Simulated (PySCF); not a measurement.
[TcO4]3- holds Tc(V), d2, at total charge -3. The structure is a model geometry with rigid ligands and bond lengths from ionic radii, not a minimum; coordination tetrahedral, point group Td, metal–donor distances 1.84 Å.

The d shell alone is too small an active space for [TcO4]3- (an active orbital has only 0.55 squared overlap with the free ion's shell): its levels, fitted parameters, g values and moments show what this model gives and aren't sound predictions.

Method (PySCF 2.14, density fitting): CASSCF(2,5) with orbitals averaged over all microstates of the shell, strongly contracted NEVPT2 on the averaged canonical orbitals; basis x2c-TZVPall on the metal, x2c-SVPall elsewhere; spin-free X2C; IEF-PCM water; spin-orbit coupling by state interaction with the mean-field operator over all roots.

CASSCF energies above the lowest CASSCF root:

```
state  CASSCF / cm⁻¹
  3A2              0
   1E           8994
  3T2          16313
  1A1          16392
  3T1          21521
  1T2          26024
  1T1          26698
  3T1          35744
   1E          40163
  1T2          43988
  1A1          55512
```

Q: How does dynamic correlation (SC-NEVPT2) move these states?

A: 
```csv
state,NEVPT2 / cm⁻¹,shift / cm⁻¹
3A2,0,0
1E,7421,-1573
3T2,16016,-298
1A1,13423,-2969
3T1,19549,-1972
1T2,22108,-3916
1T1,23125,-3573
3T1,31761,-3983
1E,35890,-4273
1T2,37252,-6737
1A1,43839,-11673
```

Charge-transfer states lie outside this active space and may come lower than some of these levels. NEVPT2 on the d shell alone tends to put d–d bands too high for such charged or covalently bound ions.
